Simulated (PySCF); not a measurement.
# How methods differ on the excitation energy of O

O [He] 2s2 2p4 (3P) → O [He] 2s2 2p3 3s1 (5S), as a difference of total energies. Calculation: PySCF 2.14, in aug-cc-pCVTZ-DK with one added diffuse shell each of s, p, d, f type (8s7p5d3f, 75 functions); the spin-free X2C one-electron Hamiltonian (Gaussian nucleus). Correlated levels: valence and next inner shell: nothing frozen. The calculations carry no spin-orbit coupling.

| method | excitation energy (cm⁻¹) |
| --- | --- |
| UHF | 62509 |
| MP2 (valence and next inner shell) | 71974 |
| SCS-MP2 (valence and next inner shell) | 73113 |
| CCSD (valence and next inner shell) | 72024 |
| CCSD(T) (valence and next inner shell) | 72336 |

Errors of the correlated levels include the incompleteness of this basis.

For comparison: 73690 cm⁻¹ (measured; NIST levels, between the centres of gravity of the two terms).
